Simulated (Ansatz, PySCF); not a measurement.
The pair A = HF (SMILES F) (first 2 atoms), B = C2H4 (SMILES C=C); geometry from B3LYP-D3(BJ)/def2-TZVP.
(charge 0, multiplicity 1):
```csv
atom,x (Å),y (Å),z (Å)
F,-0.2339,0.8565,0.5851
H,-0.1684,0.5554,1.4687
C,-0.5436,0.2478,3.6421
C,0.4985,-0.5061,3.3093
H,-0.4209,1.2675,3.9868
H,-1.5579,-0.1292,3.5911
H,0.3765,-1.5288,2.9734
H,1.5135,-0.1320,3.3691
```

Frozen-core correlation. CBS(a, b) extrapolates the correlation energy as X⁻³ and adds the Hartree–Fock energy of set b.

Run with Ansatz (Gaussian basis) for Hartree–Fock, density functionals and correlated methods; PySCF for the dispersion terms. 

The monomers are drawn apart, rigid, along the line of their centres of mass. Counterpoise-corrected interaction energies (kcal/mol):

```json
[
 {"level": "PBE/def2-TZVPPD", "R = 3.906 Å": "-2.4387", "R = 4.796 Å": "-0.9132"},
 {"level": "PBE-D3(BJ)/def2-TZVPPD", "R = 3.906 Å": "-2.7985", "R = 4.796 Å": "-1.0461"},
 {"level": "wB97M-V/def2-TZVPPD", "R = 3.906 Å": "-2.5121", "R = 4.796 Å": "-0.9813"},
 {"level": "MP2/CBS(aug-cc-pVDZ, aug-cc-pVTZ) + ΔCCSD(T)/aug-cc-pVDZ", "R = 3.906 Å": "-2.3721", "R = 4.796 Å": "-0.9367"}
]
```

**Question.** R is the distance of the centres of mass. Find the local exponent m of E ∝ R⁻ᵐ between the two points.

**Answer.** 
m = ln(E₁/E₂)/ln(R₂/R₁): PBE/def2-TZVPPD 4.8; PBE-D3(BJ)/def2-TZVPPD 4.8; wB97M-V/def2-TZVPPD 4.6; MP2/CBS(aug-cc-pVDZ, aug-cc-pVTZ) + ΔCCSD(T)/aug-cc-pVDZ 4.5. For scale, two fixed dipoles give m = 3, dipole and quadrupole 4, quadrupoles 5, and dispersion or dipole-induced dipole 6 at long range; at these distances several terms mix, and what is left of overlap and damping shifts m, so it need not match one of them.

Ansatz is a first-principles code.
